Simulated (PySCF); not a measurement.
CH4Al, charge +1. Atoms are numbered in the order given.

```xyz
6

Al     0.0000     0.0000    -0.7243
C      0.0000     0.0000     1.1745
H      0.8901    -0.5139     1.5504
H     -0.8901    -0.5139     1.5504
H      0.0000     1.0278     1.5504
H      0.0000     0.0000    -2.2821
```
Charge +1, spin multiplicity 1.

Geometry optimised at PBE0-D3(BJ)/def2-TZVP. The spin state was assumed, not searched. The isomer is the one that the SMILES or the coordinates give; other isomers of the formula were not compared.

Level of theory: PySCF with PBE/def2-TZVPD.

Isolated molecule, no solvent.

Problem. Estimate the frontier levels, gap, dipole moment and polarisability. (Estimate from the structure and the level; the computed values follow.)

Solution. 
* **highest occupied level**: -13.70 eV
* **lowest empty level**: -8.12 eV
* **orbital gap**: 5.59 eV
* **dipole moment about the centre of nuclear charge**: 1.56 D
* **mean static polarisability**: 34.1 bohr³ (5.05 Å³)
* **polarisability, principal values**: 28.4, 28.4, 45.5 bohr³
